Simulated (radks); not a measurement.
Task: The mean radii <r> (bohr) of the occupied orbitals of an atom or ion are listed with their occupations. Method: Dirac Kohn-Sham, BLYP, spin-unpolarised, spherical densities, finite nucleus; Fermi nuclear charge, rms radius of each element as measured or else 0.836 A^(1/3) + 0.57 fm; computed with a radial shooting solver on a logarithmic mesh with Libxc functionals.

| orbital | occ. | <r> |
|---|---|---|
| 1s1/2 | 2 | 0.02666 |
| 2s1/2 | 2 | 0.1142 |
| 2p1/2 | 2 | 0.09619 |
| 2p3/2 | 4 | 0.1020 |
| 3s1/2 | 2 | 0.3061 |
| 3p1/2 | 2 | 0.2962 |
| 3p3/2 | 4 | 0.3079 |
| 3d3/2 | 4 | 0.2787 |
| 3d5/2 | 6 | 0.2824 |
| 4s1/2 | 2 | 0.7167 |
| 4p1/2 | 2 | 0.7459 |
| 4p3/2 | 4 | 0.7739 |
| 4d3/2 | 4 | 0.8711 |
| 4d5/2 | 6 | 0.8821 |
| 5s1/2 | 2 | 1.859 |
| 5p1/2 | 2 | 2.238 |
| 5p3/2 | 4 | 2.363 |

Name the element and its charge. Open shells, if any, are shared by 2j + 1.

Result: Z = 54, xenon, charge 0: Xe in [Xe]. The 1s radius gives Z: for a bare nucleus <r> = (2 gamma + 1)/(2Z) with gamma = sqrt(1 - (Z/c)^2), 0.02628 bohr for Z = 54, and screening makes it slightly larger (0.02666 here). The occupations add up to 54, and the charge is Z minus that.
